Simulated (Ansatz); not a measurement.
Ideal-gas functions of C$_{2}$H$_{3}$FGaN (`F[CH]1N=[CH][GaH]1`) at 800 K and 1 bar, from an Ansatz frequency run at PBE0-D4/def2-TZVP.

Molar mass 129.77 g/mol, point group C1 (symmetry number 1), electronic degeneracy 1, moments of inertia 86.429, 175.756, 248.821 u Å². Harmonic wavenumbers (cm⁻¹, unscaled): 160, 210, 362, 437, 511, 543, 574, 737, 891, 993, 1111, 1149, 1255, 1346, 1592, 1948, 3082, 3125.

Use S(trans) = R[1.5 ln M + 2.5 ln T − 1.1517]; rotational temperatures θ = 24.2544 K / I; S(rot) = R[ln(√π/σ · √(T³/θAθBθC)) + 1.5]; for each mode x = 1.438777 ν̃/T, S = R[x/(eˣ − 1) − ln(1 − e⁻ˣ)] and H = RT x/(eˣ − 1); 1 cm⁻¹ = 0.0119627 kJ/mol; R = 8.31446 J/(mol·K).

Task: By hand: the entropy, in J/(mol·K).

Result: Translation 190.1. Rotation: θ = 0.2806, 0.138, 0.0975 K, giving 123.8. Vibration, mode by mode: 18.70, 16.46, 12.03, 10.53, 9.30, 8.83, 8.41, 6.55, 5.23, 4.52, 3.82, 3.62, 3.11, 2.74, 1.93, 1.16, 0.21, 0.20, in all 117.3. Electronic 0.0. Sum 431.2 J/(mol·K).

Task: By hand: H − E and G − E in kJ/mol, counted from the electronic energy.

Result: Zero-point energy ½ × 20026 × 0.0119627 = 119.8; thermal vibration 49.9; translation, rotation and pV give 4 RT = 26.6. H − E = 196.3 kJ/mol, and G − E = 196.3 − 800 × 431.2/1000 = -148.7 kJ/mol.

Vibration gives 27 % of the entropy. The sum counts one conformer and one mirror image; others add a mixing term.
